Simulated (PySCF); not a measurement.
Run record: EPR job, `C=C[C@]1(C#N)[CH]C1` [radical].

Method: UKS B3LYP, pcH-1 on C H N, non-relativistic, mean-field spin-orbit, GIAO (PySCF 2.14.0). Geometry: GFN2-xTB. A driver script takes a list of jobs; this job's settings line and coordinates (Å) are shown.

Command:
```bash
OMP_NUM_THREADS=1 python probes_run.py task.json out
```

Input:
```
{"job": {"kind": "epr", "basis": "pcH-1"}, "charge": 0, "multiplicity": 2}
C      1.935063    -0.685137    -0.062579
C      1.037883    -0.151169     0.744484
C     -0.344605     0.257616     0.369551
C     -0.724387     1.516985     0.924329
N     -1.050840     2.522011     1.367205
C     -1.460574    -0.713189     0.256534
C     -0.975371    -0.123869    -0.977791
H      1.748747    -0.870128    -1.107054
H      2.910014    -0.963798     0.298156
H      1.276593     0.037306     1.783566
H     -2.425813    -0.705068     0.717140
H     -1.581185     0.598513    -1.517612
H     -0.349914    -0.719587    -1.628312
```

Output:
```
UKS, coarse grid
  cycle   1  E = -286.79995696  |g| = 3.65e-01
  cycle   2  E = -286.62080079  |g| = 7.46e-01
  cycle   3  E = -286.85976889  |g| = 1.29e-01
  cycle   4  E = -286.86736951  |g| = 3.39e-02
  cycle   5  E = -286.86794516  |g| = 9.57e-03
  cycle   6  E = -286.86799586  |g| = 2.50e-03
  cycle   7  E = -286.86800101  |g| = 1.15e-03
  cycle   8  E = -286.86800242  |g| = 4.99e-04
UKS, final grid
  cycle   1  E = -286.86800482  |g| = 6.23e-04
  cycle   2  E = -286.86800460  |g| = 9.70e-04
  cycle   3  E = -286.86800500  |g| = 2.53e-04
  cycle   4  E = -286.86800503  |g| = 4.64e-05
  cycle   5  E = -286.86800503  |g| = 3.65e-05
  cycle   6  E = -286.86800504  |g| = 1.38e-05
E = -286.86800504 Eh   <S^2> = 0.7534 (exact 0.7500)
g shifts (ppm)      1          2          3
  rmc          -151       -151       -151
  gc             30         11          8
  oz_so          25        441        808
  total         -97        301        664
hyperfine (MHz)  atom isotope    a_iso     a_fc   dipolar eigenvalues
    0   13C      -1.86      -1.86     -1.68      0.22      1.46
    1   13C      29.54      29.54     -3.98     -2.35      6.34
    2   13C     -12.06     -12.06     -3.60      0.24      3.36
    3   13C      23.44      23.44     -3.55     -1.31      4.86
    4   14N       0.94       0.94     -1.74     -1.38      3.11
    5   13C     304.83     304.83    -77.01    -72.13    149.14
    6   13C     -19.20     -19.20     -4.93     -0.33      5.26
    7    1H       2.43       2.43     -1.98     -1.75      3.74
    8    1H       3.96       3.96     -1.16     -0.77      1.93
    9    1H       4.27       4.27     -2.72     -1.89      4.61
   10    1H      -6.84      -6.84    -33.61     -4.86     38.47
   11    1H      68.17      68.17     -4.96     -2.28      7.24
   12    1H      95.01      95.01     -6.58     -4.27     10.86
```

rmc, gc and oz_so are the mass-correction, gauge-correction and orbital-Zeeman/spin–orbit parts of the g shift along its three principal axes; a_iso is the isotropic hyperfine coupling and a_fc its Fermi-contact part. Atoms in this output count from 0.

Q: Get g_iso from the total shifts.

A: Their mean is 290 ppm; added to g_e = 2.002319 it gives 2.00261.

Main results: ⟨S²⟩ 0.753; g_iso 2.0026.

One conformer (not necessarily the lowest) at the GFN2-xTB geometry, without solvent, vibrations or thermal averaging. GFN2-xTB frequencies show an imaginary mode (43i cm⁻¹), so this geometry is no minimum at that level.

Q: How long does this job take on one thread, Arm Neoverse V2 (aarch64), shared host? And the peak memory of the process?

A: About 41 s (density and orbital grids were written too), with 0.87 GiB resident at the peak, the Python interpreter and its libraries included.
Labels such as C1 count atoms from 1, the log's own numbers from 0.
